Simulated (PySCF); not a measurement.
Isomers of C7H10NP, one GFN2-xTB conformer each. Single-point energies are computed at PBE0/pcSseg-1 (PySCF, gas phase, no added dispersion term), electronic only.

**Question.** Rank them by PBE0/pcSseg-1 energy, lowest first (kcal/mol).
A. `[CH3:1][c:2]1[cH:3][p:4][cH:5][n:6]1[CH:7]1[CH2:8][CH2:9]1` with C5–N6–C7–C8 37°
B. `[CH3:1][CH2:2][PH:3][c:4]1[cH:5][cH:6][n:7][cH:8][cH:9]1` with C1–C2–P3–C4 -168°, C2–P3–C4–C5 -70°
C. `CN(C)c1cccpc1`
D. `CN(C)c1ccpcc1`
E. `[CH3:1][P:2]([CH3:3])[c:4]1[cH:5][cH:6][cH:7][cH:8][n:9]1` with C1–P2–C4–C5 -69°
F. `[CH3:1][C:2]([CH3:3])=[P:4][n:5]1[cH:6][cH:7][cH:8][cH:9]1` with C2–P4–N5–C6 126°
G. `[CH2:1]=[CH:2][c:3]1[cH:4][p:5][cH:6][n:7]1[CH2:8][CH3:9]` with C1–C2–C3–C4 -17°, C6–N7–C8–C9 97°

**Answer.** E (0.0), B (5.8), D (12.5), C (12.6), G (15.1), F (16.9), A (18.8).

As drawn, the highest has a three-membered ring, which the lowest lacks. Neighbours under 2.5 kcal/mol apart (CN(C)c1ccpcc1 and CN(C)c1cccpc1; C=Cc1cpcn1CC and CC(C)=Pn1cccc1; CC(C)=Pn1cccc1 and Cc1cpcn1C1CC1) can change places with a better method, another conformer or zero-point energy. GFN2-xTB itself gives, in the same order: 0.0, 3.5, 7.3, 7.0, 6.1, 0.8, 2.6. Both levels put the same isomer lowest; measured from each level's own lowest isomer, the values differ by up to 16.2 kcal/mol (Cc1cpcn1C1CC1: 2.6 against 18.8).

**Question.** Which frontier levels, dipoles and rotational constants go with these structures?

**Answer.** 
```csv
SMILES,"HOMO (eV, PBE0/pcSseg-1)",LUMO (eV),dipole (D),"A, B, C (MHz)"
CP(C)c1ccccn1,-6.41,-0.81,2.06,"2906, 995.7, 815.4"
CCPc1ccncc1,-7.01,-0.96,2.46,"3659, 728.0, 674.3"
CN(C)c1ccpcc1,-5.57,-0.71,4.68,"3326, 892.9, 712.6"
CN(C)c1cccpc1,-5.78,-1.08,3.74,"2825, 992.3, 743.5"
C=Cc1cpcn1CC,-5.98,-0.78,3.79,"1713, 1337, 805.6"
CC(C)=Pn1cccc1,-6.20,-1.51,2.52,"3443, 874.5, 774.3"
Cc1cpcn1C1CC1,-6.02,0.01,4.29,"2474, 1138, 823.8"
```
